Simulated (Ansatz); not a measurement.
SiB3⁻. Charge -1, multiplicity 1. Geometry r2SCAN-D4/def2-TZVP, that of the neutral doublet.

```tsv
atom	x (Å)	y (Å)	z (Å)
B1	-0.123	0.197	-0.947
B2	-1.172	-0.574	-0.128
B3	-0.086	-0.299	0.924
Si4	1.381	0.676	0.151
```

The restricted singlet is unstable towards broken spin symmetry in Hartree–Fock (as tested in another run); at PBE-D4/def2-TZVPD, r2SCAN-D4/def2-TZVPD, PBE0-D4/def2-TZVPD this wasn't settled. At PBE-D4/def2-TZVPD, r2SCAN-D4/def2-TZVPD the highest occupied level of the charge -1 singlet lies above zero (up to 0.25 eV). By energy differences its removal costs 2.20 eV (vertical, to the charge 0 doublet, at PBE-D4/def2-TZVPD); a positive level beside a positive removal energy at the same level points to self-interaction error. The structure comes from a short search, and lower isomers may exist.

(1) Estimate the orbital energies around the gap (eV) in Ansatz with PBE-D4/def2-TZVPD, r2SCAN-D4/def2-TZVPD, PBE0-D4/def2-TZVPD.

Answers

(1) 
```json
{"orbital": "HOMO−5", "PBE-D4/def2-TZVPD": "-5.84", "r2SCAN-D4/def2-TZVPD": "-6.30", "PBE0-D4/def2-TZVPD": "-7.41"}
{"orbital": "HOMO−4", "PBE-D4/def2-TZVPD": "-3.47", "r2SCAN-D4/def2-TZVPD": "-3.90", "PBE0-D4/def2-TZVPD": "-4.85"}
{"orbital": "HOMO−3", "PBE-D4/def2-TZVPD": "-1.65", "r2SCAN-D4/def2-TZVPD": "-1.84", "PBE0-D4/def2-TZVPD": "-2.49"}
{"orbital": "HOMO−2", "PBE-D4/def2-TZVPD": "-1.55", "r2SCAN-D4/def2-TZVPD": "-1.77", "PBE0-D4/def2-TZVPD": "-2.45"}
{"orbital": "HOMO−1", "PBE-D4/def2-TZVPD": "-0.90", "r2SCAN-D4/def2-TZVPD": "-1.11", "PBE0-D4/def2-TZVPD": "-2.00"}
{"orbital": "HOMO", "PBE-D4/def2-TZVPD": "0.25", "r2SCAN-D4/def2-TZVPD": "0.14", "PBE0-D4/def2-TZVPD": "-0.59"}
{"orbital": "LUMO", "PBE-D4/def2-TZVPD": "1.46", "r2SCAN-D4/def2-TZVPD": "1.52", "PBE0-D4/def2-TZVPD": "2.16"}
{"orbital": "LUMO+1", "PBE-D4/def2-TZVPD": "1.75", "r2SCAN-D4/def2-TZVPD": "1.85", "PBE0-D4/def2-TZVPD": "2.50"}
{"orbital": "LUMO+2", "PBE-D4/def2-TZVPD": "3.25", "r2SCAN-D4/def2-TZVPD": "3.50", "PBE0-D4/def2-TZVPD": "3.79"}
{"orbital": "LUMO+3", "PBE-D4/def2-TZVPD": "3.43", "r2SCAN-D4/def2-TZVPD": "4.07", "PBE0-D4/def2-TZVPD": "3.90"}
{"orbital": "LUMO+4", "PBE-D4/def2-TZVPD": "3.53", "r2SCAN-D4/def2-TZVPD": "4.10", "PBE0-D4/def2-TZVPD": "4.06"}
{"orbital": "LUMO+5", "PBE-D4/def2-TZVPD": "3.92", "r2SCAN-D4/def2-TZVPD": "4.49", "PBE0-D4/def2-TZVPD": "4.35"}
```
